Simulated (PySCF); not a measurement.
Benzothiazole, C₇H₅NS.
SMILES with atom numbers: `[cH:1]1[cH:2][cH:3][c:4]2[s:5][cH:6][n:7][c:8]2[cH:9]1` (hydrogens: H10 on C1; H11 on C2; H12 on C3; H13 on C6; H14 on C9)

Computed with PySCF at CAM-B3LYP/def2-SVPD, non-relativistic, on one gas-phase PBE0-D3(BJ)/def2-SVP geometry that isn't relaxed in the solvent. The solvent is an IEF-PCM continuum (Bondi radii, 1.10 Å for H, scaled by 1.2), and excitations are vertical TDDFT with non-equilibrium linear response and a frozen core. Specific hydrogen bonds and non-electrostatic terms are outside this model.

Gas-phase singlets (H = HOMO, L = LUMO):

```csv
state,E (eV),λ (nm),f,leading configuration
S1,4.938,251,0.022,H→L 49%
S2,5.329,233,0.091,H-1→L 47%
S3,5.409,229,0.001,H-2→L 89%
S4,5.789,214,0.000,H→L+2 71%
S5,5.989,207,0.163,H-1→L+1 37%
```

Problem. How does the list change in methanol (ε = 32.61)?

Solution. 
```tsv
state	E (eV)	λ (nm)	f	leading configuration	change by rank (eV)
S1	4.936	251	0.034	H→L 54%	-0.002
S2	5.308	234	0.142	H-1→L 55%	-0.021
S3	5.596	222	0.001	H-2→L 90%	+0.187
S4	5.934	209	0.001	H→L+2 71%	+0.145
S5	5.939	209	0.258	H-1→L+1 32%	-0.050
```

Problem. Give the list for dimethylsulfoxide (ε = 46.83), n² = 2.19.

Solution. 
```tsv
state	E (eV)	λ (nm)	f	leading configuration	change by rank (eV)
S1	4.931	251	0.039	H→L 55%	-0.007
S2	5.294	234	0.165	H-1→L 56%	-0.035
S3	5.597	222	0.001	H-2→L 90%	+0.188
S4	5.917	210	0.314	H→L+1 37%	+0.128
S5	5.934	209	0.000	H→L+2 71%	-0.055
```

Problem. The ground-state energy changes by -0.224 eV from gas to dimethylsulfoxide. By how much does the total energy of gas-phase S3 change?

Solution. E(S3) = E(S0) + excitation energy, so it changes by -0.224 + 0.188 = -0.036 eV: it is lowered less than the ground state, which is what a blue shift means. This is the vertical state, with the slow part of the continuum still set for S0.

Problem. How do the frontier levels move from gas to dimethylsulfoxide?

Solution. 
| orbital | gas (eV) | solvent (eV) | change (eV) |
| --- | --- | --- | --- |
| LUMO+2 | 0.85 | 1.05 | +0.20 |
| LUMO+1 | 0.52 | 0.55 | +0.03 |
| LUMO | -0.16 | -0.15 | +0.01 |
| HOMO | -8.13 | -8.12 | +0.01 |
| HOMO-1 | -8.35 | -8.34 | +0.01 |
| HOMO-2 | -9.53 | -9.72 | -0.19 |
| HOMO-3 | -10.24 | -10.27 | -0.03 |

The HOMO–LUMO gap goes from 7.96 to 7.98 eV.
